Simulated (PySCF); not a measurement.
SMILES CN(C)[SiH2][SiH3] (C2H11NSi2), GFN2-xTB optimised geometry.

```
16

Si    -0.54    -0.71     0.00
Si    -1.46    -1.98     1.68
N     -1.47    -1.06     3.14
C     -0.36    -0.23     3.54
C     -2.25    -1.49     4.27
H     -0.94    -1.24    -1.31
H      0.93    -0.71     0.00
H     -0.93     0.71     0.00
H     -2.88    -2.31     1.49
H     -0.78    -3.29     1.82
H      0.18     0.12     2.66
H      0.34    -0.77     4.19
H     -0.73     0.64     4.09
H     -1.67    -2.12     4.95
H     -2.60    -0.62     4.84
H     -3.11    -2.06     3.93
```

Density from B3LYP/def2-TZVP run with PySCF 2.14.0 at that geometry.

Minimum of the electron density along straight lines between bonded atoms, close to the bond critical point (lines longer than 1.1 times the sum of covalent radii, or with two minima, are not listed):

```tsv
bond	length / Å	ρ at the minimum / e bohr⁻³	∇²ρ there / e bohr⁻⁵	position (fraction from the first atom)
Si1–Si2	2.300	0.102	-0.20	0.51
Si2–N3	1.724	0.133	0.56	0.40
N3–C4	1.440	0.277	-0.74	0.59
N3–C5	1.440	0.277	-0.73	0.59
Si1–H6	1.465	0.123	0.20	0.49
Si1–H7	1.469	0.122	0.19	0.49
Si1–H8	1.466	0.123	0.19	0.49
Si2–H9	1.471	0.124	0.18	0.49
Si2–H10	1.484	0.121	0.16	0.49
C4–H11	1.088	0.284	-1.00	0.64
C4–H12	1.098	0.278	-0.95	0.64
C4–H13	1.095	0.281	-0.97	0.64
C5–H14	1.097	0.279	-0.96	0.64
C5–H15	1.094	0.281	-0.97	0.64
C5–H16	1.086	0.286	-1.01	0.64
```
